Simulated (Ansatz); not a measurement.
# Energy profile

The step: GaH₂O₂F ([OH][Ga]([OH])[F]) + HCl → GaH₂ClO₂ ([OH][Ga]([OH])[Cl]) + HF; bonds formed: F2–H5; dative contacts that become bonds: Ga1–Cl6; bonds broken: Ga1–F2, H5–Cl6 (atoms numbered as in the saddle structure below).

| atom | x (Å) | y (Å) | z (Å) |
| --- | --- | --- | --- |
| Ga1 | -0.4375 | -0.0782 | 0.1093 |
| F2 | 0.5634 | 1.4840 | -0.1474 |
| O3 | -1.5200 | -0.4896 | -1.2186 |
| O4 | -0.7665 | -0.4661 | 1.7962 |
| H5 | 1.5798 | 0.6042 | -0.3967 |
| Cl6 | 1.9092 | -0.7648 | -0.4738 |
| H7 | -1.2172 | -0.1733 | -2.0726 |
| H8 | -0.1111 | -0.1161 | 2.4035 |

Electronic energies by CCSD(T) at an estimated basis limit (MP2 extrapolated from triple and quadruple zeta, plus CCSD(T) − MP2 in triple zeta), on PBE0-D4/def2-TZVP structures; GaH$_{3}$ClO$_{2}$F, singlet; no counterpoise correction. Ansatz 0.2.0; basis: def2-TZVPP and def2-QZVPP; cores frozen in the correlated methods. Filled d shells of the heavier atoms are correlated. The def2 sets are not built for correlating such inner shells, so the correlated values are less sure here. Extrapolation: Hartree–Fock as exp(−7.88 √X), correlation as X^−2.97.

Task: Give the profile in eV, counted from the separated reactants. (To be estimated.)

Result: The calculation gives:
```json
{"point": "separated: GaH$_{2}$O$_{2}$F (linked as [OH][Ga]([OH])[F]; Ga1, F2, O3, O4, H7, H8; singlet) + HCl (H5, Cl6; singlet)", "eV": "0.000"}
{"point": "start structure", "eV": "-0.296"}
{"point": "saddle", "eV": "-0.140"}
{"point": "end structure", "eV": "-0.704"}
{"point": "separated: GaH$_{2}$ClO$_{2}$ (linked as [OH][Ga]([OH])[Cl]; Ga1, O3, O4, Cl6, H7, H8; singlet) + HF (F2, H5; singlet)", "eV": "-0.396"}
```
The saddle lies below the separated reactants: the barrier is submerged.

No T1 diagnostic of these runs exceeds 0.015.

For scale, one of the runs: CCSD(T)/def2-TZVPP, 225 basis functions, launched by `ansatz run in.yaml --threads 8 --pin off --events-out ev --progress --plain --max-ram 19148MiB`. The run took 22 s on 8 CPU threads of an Intel Xeon 6975P-C (shared host), with 4.2 GiB of host memory at its peak.
